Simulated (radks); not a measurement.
Task: Coherent X-ray form factor from a spherical all-electron density. Calculated with a radial shooting solver on a logarithmic mesh with Libxc functionals: scalar-relativistic Kohn-Sham, LB94 model potential, spin-polarised, spherical densities, finite nucleus; Fermi nuclear charge, rms radius of each element as measured or else 0.836 A^(1/3) + 0.57 fm.

sin(theta)/lambda (1/angstrom)  f0 (electrons)
0.05                                    39.907
0.1                                     39.629
0.15                                    39.173
0.2                                     38.551
0.25                                    37.778
0.3                                     36.872
0.4                                     34.745
0.5                                     32.347
0.6                                     29.852
0.8                                     25.129
1                                       21.279
1.25                                    17.803
1.5                                     15.325
2                                       11.513

The species is in the configuration that NIST lists as its ground one. Which atom or ion scatters so?

Result: The gadolinium ion Gd24+, [Kr] 4d4. Extrapolating in s^2 from the first two rows gives f0(0) = 40.0, near the electron count 40; among species with that count, the fall with angle is slower the higher Z, and the table is that of Z = 64; from so few rows the species is fixed only to a neighbour or two.
